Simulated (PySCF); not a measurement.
Isomers C$_{8}$H$_{13}$FSi:

A. `[Si@@H]([C@@H](C(=C)C)C)(F)C#CC`
B. SMILES C=C(C)[C@@H]1[SiH2]/C(=C\C)[C@H]1F
C. `C([SiH2]/C=C(\C#CC)CC)F`

Spectrum 1. 1H NMR (400 MHz, computed): δ 6.21 (m, 1H), 5.01 (m, 2H), 4.46 (m, 2H), 2.35 (q, 2H), 2.28 (s, 3H), 1.22 (t, 3H). 13C{1H} NMR (computed): δ 157.3 (C), 132.0 (CH), 104.0 (C), 86.3 (C), 78.8 (CH2), 41.1 (CH2), 17.3 (CH3), 5.7 (CH3).

Spectrum 2. 1H NMR (400 MHz, computed): δ 6.96 (m, 1H), 5.58 (m, 1H), 5.06 (m, 1H), 4.93 (m, 1H), 4.84 (m, 1H), 4.65 (m, 1H), 3.24 (m, 1H), 1.96 (s, 3H), 1.93 (d, 3H). 13C{1H} NMR (computed): δ 152.7 (CH), 152.5 (C), 144.1 (C), 114.8 (CH2), 95.1 (CH), 47.6 (CH), 24.4 (CH3), 22.9 (CH3).

Spectrum 3. 1H NMR (400 MHz, computed): δ 5.03 (m, 1H), 5.00 (m, 1H), 4.96 (m, 1H), 2.11 (s, 3H), 1.90 (s, 3H), 1.90 (m, 1H), 1.39 (d, 3H). 13C{1H} NMR (computed): δ 156.0 (C), 115.5 (CH2), 113.7 (C), 84.4 (C), 40.7 (CH), 23.4 (CH3), 13.8 (CH3), 5.7 (CH3).

Fast rotation and ring inversion assumed for equivalent nuclei, one conformer, no relativistic terms, no solvent. Geometry from GFN2-xTB; NMR shieldings at PBE0/pcSseg-1/GIAO; PySCF.

Scale: TMS for 1H (σref 31.72) and 13C (σref 186.93) (reference shieldings calculated alike). Splittings of carbon signals by F and P are missing where no couplings were computed. Where no couplings were computed, multiplicities follow the n + 1 count of equivalent neighbours, and m marks all less simple cases (inequivalent or close neighbours, rings, F or P nearby). Shifts are as computed. Against solution values, carbons near 30 ppm lie about +3 ppm off and those near 130 ppm about +5 ppm. Of 1309 compounds with measured shifts, 239 miss one by over three times the rms of a fit or turn the order of signals round; such compounds aren't used in these exercises.

Question: Match each spectrum to its structure.

Answer: 1–C, 2–B, 3–A.

- Spectrum 1 (C): 8 13C signals; δC 157.3 is a fully substituted alkene carbon; δC 132.0 is an alkene CH.
- Spectrum 2 (B): 8 13C signals; δC 152.7 is an alkene CH; δC 152.5 is a fully substituted alkene carbon.
- Spectrum 3 (A): 8 13C signals; δC 156.0 is a fully substituted alkene carbon; δC 115.5 is a terminal =CH2 carbon.
